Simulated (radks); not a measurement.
Results of a calculation; reference values are marked as such.
Task: Valence configurations of Gd III (all share [Xe]). Level of theory: Dirac Kohn-Sham, PBE, spin-unpolarised, spherical densities, point nucleus; open shells fill j = l - 1/2 first (a radial shooting solver on a logarithmic mesh with Libxc functionals). Order these by energy: 4f7 5d1; 4f6 5d1 6s0.5 6p0.5; 4f7 6p1; 4f5 5d1 6p2; 4f7 5d0.5 6s0.5; 4f6.5 5d1 6s0.5; 4f7 6s1; 4f6 5d1 6p1; 4f8; 4f6 5d1 6s1.

Result: From the lowest, in eV above it: 4f8 0.000; 4f7 5d1 4.306; 4f7 5d0.5 6s0.5 4.551; 4f7 6s1 4.963; 4f6.5 5d1 6s0.5 8.638; 4f7 6p1 9.060; 4f6 5d1 6s1 14.903; 4f6 5d1 6s0.5 6p0.5 17.056; 4f6 5d1 6p1 19.217; 4f5 5d1 6p2 44.283. NIST lists [Xe] 4f7 5d1 as the ground configuration; this level of theory puts 4f8 lower, by 4.306 eV. The energies are those of spherical spin-averaged densities, not of single terms.
